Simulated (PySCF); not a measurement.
Cartesian coordinates in Å; atom numbers follow the order of the lines, from 1:
```xyz
12

C     0.972   -2.896    0.997
C     0.269   -1.925    0.789
Si   -0.701   -0.410    0.471
F    -2.183   -0.664    1.099
C    -0.669    0.184   -1.300
C    -0.021    1.374   -1.215
Si    0.302    1.687    0.629
H     1.586   -3.761    1.178
H    -1.006   -0.260   -2.245
H     0.232    1.978   -2.097
H    -0.475    2.825    1.207
H     1.737    1.839    1.021
```

Geometry: PBE0-D3(BJ)/def2-SVP; GIAO absolute shieldings from PySCF 2.14.0 with density-fitted response routines, gas phase, non-relativistic, averaged over equivalent atoms.

At B3LYP/pcSseg-1 (158 basis functions, 17 s wall time on 1 thread of an Arm Neoverse V1, shared host):
```tsv
atoms	σ (ppm)
C5	1.1
C6	6.0
C1	75.4
C2	94.3
Si3	343.6
Si7	373.5
F4	336.3
H10	23.56
H9	23.90
H12	26.71
H11	26.76
H8	28.80
```

What do these become at LDA/pcSseg-1?

Results:


```csv
atoms,σ at LDA/pcSseg-1,change
C5,-4.9,-6.0
C6,1.5,-4.5
C1,70.6,-4.8
C2,88.6,-5.7
Si3,319.2,-24.4
Si7,356.4,-17.1
F4,319.2,-17.1
H10,22.77,-0.79
H9,23.18,-0.72
H12,25.70,-1.01
H11,25.75,-1.01
H8,28.26,-0.54
```

The largest change is at Si3 (silicon bonded to 2 C, F, Si, in a 4-membered ring). Cost: 158 basis functions, 19 s wall time on 1 thread of an Arm Neoverse V1, shared host. The order of the carbon signals is the same at both levels.
